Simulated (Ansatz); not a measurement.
`[SiH3][SiH](Cl)Br` + NH₃ → `N[SiH]([SiH3])Br` + HCl at 700 K and 1 bar (ligand exchange at the Si–Cl bond).

Gas-phase electronic energies from Ansatz, PBE0-D4/def2-TZVP geometries. CCSD(T)/CBS adds triple-zeta CCSD(T) − MP2 to the extrapolated MP2 energy (def2 sets, frozen cores). This one scheme is used for every species. For Br outer-core shells are correlated without core-valence functions, which leaves a few kJ/mol of doubt a bond. Scalar relativity is left out up to krypton. Each species was taken in one conformer, which may not be the lowest.

```tsv
species	CCSD(T)/CBS energy (Eh)	H − E (kJ/mol)	S (J/(mol·K))
`[SiH3][SiH](Cl)Br`	-3613.75019	169.0	474.1
NH₃	-56.50880	116.9	226.5
`N[SiH]([SiH3])Br`	-3209.86330	243.2	491.1
HCl	-460.38127	38.4	211.8
```

H − E and S are ideal-gas, rigid-rotor, harmonic terms from PBE0-D4/def2-TZVP, for one conformer and one mirror image of each species. 1 Eh = 2625.50 kJ/mol, R = 8.31446 J/(mol·K).

Task: By hand: ΔE, ΔH, ΔS and ΔG.

Result: ΔE = (-3209.86330) + (-460.38127) − (-3613.75019) − (-56.50880) = 0.01442 Eh = 37.9 kJ/mol. Δ(H − E) = 243.2 + 38.4 − 169.0 − 116.9 = -4.3, so ΔH = 33.6 kJ/mol. ΔS = 491.1 + 211.8 − 474.1 − 226.5 = 2.3 J/(mol·K). ΔG = 33.6 − 700 × (2.3)/1000 = 32.0 kJ/mol.

Task: By hand: the equilibrium constant, and the temperature at which ΔG would vanish if ΔH and ΔS stayed fixed.

Result: log₁₀ K = −ΔG/(RT ln 10) = -2.4. ΔG = 0 at ΔH/ΔS = 14609 K, far beyond where these terms or the molecules hold.

The number of gas molecules stays the same, so ΔS is small and ΔH decides. A doubt of 5 kJ/mol in ΔE shifts log₁₀ K by 0.4 here. Other conformers and mirror images would add mixing entropy, several J/(mol·K) or more a flexible species. These are equilibria of isolated gas molecules and say nothing of rates. Largest T1 diagnostic: 0.010 (customary marks: 0.02 for closed shells, 0.045 for open ones).
